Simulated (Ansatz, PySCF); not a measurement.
Reaction (SMILES): FBF [difluoroborane] + 2 [H][H] (H2) -> B (BH3) + 2 F (HF)
Structures are relaxed separately at B3LYP-D3(BJ)/def2-TZVP in Ansatz (a first-principles code). Frequencies are from Ansatz or PySCF.
Geometry of the first species:
SMILES: FBF
```xyz
4

B     -0.0358     0.4575    -0.0086
F      1.1436    -0.1299     0.0131
F     -1.1094    -0.3065    -0.0048
H     -0.1284     1.6405    -0.0310
```

Quantity: energy of full hydrogenation (enthalpy at 298 K, with B3LYP-D3(BJ) rigid-rotor harmonic-oscillator terms), in eV. Cores are frozen in the correlated levels unless marked. No spin-orbit coupling. Non-relativistic unless marked X2C. CBS marks a two-point X^-3 extrapolation of the correlation energy; Hartree-Fock from the larger set.

| level | program | energy of full hydrogenation (eV) |
|---|---|---|
| HF-D3(BJ)/def2-TZVPD | PySCF + dftd3 | (withheld) |
| PBE/def2-TZVPD | Ansatz | 3.03 |
| BLYP-D4/def2-TZVPD | Ansatz + dftd4 | 3.12 |
| PBE0-D3(BJ)/def2-TZVP | Ansatz + dftd3 | 3.11 |
| M06-2X/def2-TZVPD | PySCF | (withheld) |
| B2GP-PLYP/def2-TZVPD | Ansatz | 3.08 |
| CCSD/cc-pVTZ | Ansatz | 3.08 |
| X2C-CCSD(T)/cc-pVTZ-DK | Ansatz | (withheld) |
| CCSD(T)/CBS(aug-cc-pVTZ,aug-cc-pVQZ) | Ansatz | (withheld) |

### Question
Fill in the missing entries.

### Answer

- HF-D3(BJ)/def2-TZVPD, energy of full hydrogenation (eV): 2.98
- M06-2X/def2-TZVPD, energy of full hydrogenation (eV): 3.18
- X2C-CCSD(T)/cc-pVTZ-DK, energy of full hydrogenation (eV): 3.14
- CCSD(T)/CBS(aug-cc-pVTZ,aug-cc-pVQZ), energy of full hydrogenation (eV): 3.00
